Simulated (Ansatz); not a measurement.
Molecule: C6H11, net charge 0, doublet state. It need not be the lowest isomer of its formula. SMILES: C[CH]/C(C)=C/C
Structure (B3LYP-D3(BJ)/def2-TZVP (Ansatz, a first-principles code) minimum search):
```xyz
17

C      2.5545    -0.0114    -0.3156
C      1.2335    -0.6926    -0.1505
C      0.0067    -0.0628    -0.0009
C     -0.0899     1.4451     0.0039
C     -1.1564    -0.8090     0.1527
C     -2.5232    -0.2301     0.3124
H      3.3622    -0.7406    -0.3736
H      2.5982     0.5953    -1.2274
H      2.7814     0.6630     0.5171
H      1.2334    -1.7771    -0.1461
H     -0.8350     1.7927    -0.7147
H      0.8577     1.9179    -0.2432
H     -0.3994     1.8140     0.9854
H     -1.0655    -1.8893     0.1381
H     -2.8896     0.2227    -0.6183
H     -2.5511     0.5611     1.0681
H     -3.2438    -0.9941     0.6034
```
Charge 0, spin multiplicity 2.

Wanted: atomisation energy (electronic, to ground-state atoms), in kcal/mol. Correlated levels leave the core frozen unless marked. Open shells are spin-unrestricted. Spin-orbit coupling is left out. Non-relativistic unless marked X2C. The coupled-cluster limit lacks core correlation, which all-electron functionals hold. Basis-set limits of correlation are two-point, X^-3; Hartree-Fock from the larger set. [CCSD(T)-MP2]/basis is that difference in the basis named.

The UHF reference is spin-contaminated (<S^2> 0.21 over the pure value in the largest basis). 

```tsv
level	program	atomisation energy (kcal/mol)
revPBE/def2-TZVPD	Ansatz	1630.2
r2SCAN-D3(BJ)/def2-TZVPD	Ansatz + dftd3	1663.6
B3LYP/def2-TZVPD	Ansatz	?
BHLYP-D4/def2-TZVPD	Ansatz + dftd4	1620.7
r2SCANh/def2-TZVPD	Ansatz	1654.7
CAM-B3LYP-D3(BJ)/def2-TZVPD	Ansatz + dftd3	1662.6
wB97X-V/def2-TZVPD	Ansatz	1653.7
B2GP-PLYP-D4/def2-TZVPD	Ansatz + dftd4	1634.3
B2PLYP/def2-TZVPD	Ansatz	1634.3
SCS-MP2/STO-3G	Ansatz	1702.7
SCS-MP2/cc-pVTZ	Ansatz	1619.3
CCSD/cc-pVDZ	Ansatz	?
X2C-CCSD(T)/cc-pVTZ-DK	Ansatz	1615.0
CCSD(T) with core electrons/cc-pwCVTZ	Ansatz	?
RI-MP2/CBS(cc-pVTZ,cc-pVQZ)+[CCSD(T)-MP2]/cc-pVTZ	Ansatz	?
```

Q: Fill in the missing entries.

A: 
- B3LYP/def2-TZVPD, atomisation energy (kcal/mol): 1645.8
- CCSD/cc-pVDZ, atomisation energy (kcal/mol): 1527.7
- CCSD(T) with core electrons/cc-pwCVTZ, atomisation energy (kcal/mol): 1624.0
- RI-MP2/CBS(cc-pVTZ,cc-pVQZ)+[CCSD(T)-MP2]/cc-pVTZ, atomisation energy (kcal/mol): 1651.3
